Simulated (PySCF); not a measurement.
Sn(Cl)2 anion (Cl₂Sn), SMILES [Cl][Sn][Cl] (connectivity only; charge and spin as stated), charge -1, multiplicity 2.

Geometry optimised at PBE-D3(BJ)/def2-SVPD. The multiplicity is an assumed one; other spin states were not compared. The isomer is the one that the SMILES or the coordinates give; other isomers of the formula were not compared. The def2 effective core potentials stand for the cores of Sn; spin–orbit coupling is left out.

The numbers are results of PySCF 2.14.0 with C-PCM-PBE0/def2-SVPD, not measurements.

The values are the electrostatic part of the solvation free energy, E(continuum) − E(gas) at the gas-phase geometry, in a cavity of scaled van der Waals radii (PySCF's table); cavitation and dispersion terms are not included. A continuum can't describe solvent molecules that bind to the metal.

Computed values in water (ε = 78.36), acetonitrile (ε = 35.69), diethylether (ε = 4.24):
| solvent | ε | ΔG(elec) (kcal/mol) |
|---|---|---|
| water | 78.36 | -50.7 |
| acetonitrile | 35.69 | -49.9 |
| diethylether | 4.24 | -39.0 |
